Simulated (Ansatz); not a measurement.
Start from `[F][AlH][NH][SiH3]` and change one atom or group to get `[SiH3][NH][AlH][SeH]`.

Ansatz, PBE0-D4/def2-TZVP geometries, multiplicity 1. Each molecule was computed in one conformer, which needn't be the lowest.

Scalar relativity is left out up to krypton.

```
                                      property  `[F][AlH][NH][SiH3]`
            HOMO energy (PBE0/def2-TZVPP) / eV                 -7.94
size of the dipole moment (PBE/def2-TZVPP) / D                  0.98
             LUMO energy (PBE/def2-TZVPP) / eV                 -1.24
           HOMO energy (B3LYP/def2-TZVPP) / eV                 -7.71
           LUMO energy (B3LYP/def2-TZVPP) / eV                 -0.71
          HOMO–LUMO gap (PBE0/def2-TZVPP) / eV                  7.47
```

(1) What does the change do to each property? (Estimate.)

## Answers

(1) Computed: 
```json
{"property": "HOMO energy (PBE0/def2-TZVPP) / eV", "`[SiH3][NH][AlH][SeH]`": "-7.21", "shift": "0.73"}
{"property": "size of the dipole moment (PBE/def2-TZVPP) / D", "`[SiH3][NH][AlH][SeH]`": "1.49", "shift": "0.51"}
{"property": "LUMO energy (PBE/def2-TZVPP) / eV", "`[SiH3][NH][AlH][SeH]`": "-1.43", "shift": "-0.19"}
{"property": "HOMO energy (B3LYP/def2-TZVPP) / eV", "`[SiH3][NH][AlH][SeH]`": "-6.95", "shift": "0.76"}
{"property": "LUMO energy (B3LYP/def2-TZVPP) / eV", "`[SiH3][NH][AlH][SeH]`": "-0.86", "shift": "-0.15"}
{"property": "HOMO–LUMO gap (PBE0/def2-TZVPP) / eV", "`[SiH3][NH][AlH][SeH]`": "6.52", "shift": "-0.95"}
```

With PBE0 the HOMO rises by 0.73 eV and the LUMO falls by 0.22 eV, so the gap narrows by about 0.95 eV. PBE moves the HOMO by 0.56 eV and ωB97M-V by 0.89 eV. Dipoles are sizes alone; their direction can turn.

B3LYP here is the variant with VWN-RPA as its local correlation; programs differ in this.

Spin–orbit coupling is left out; it splits and shifts lone-pair levels of the heavy atoms by tenths of an eV.
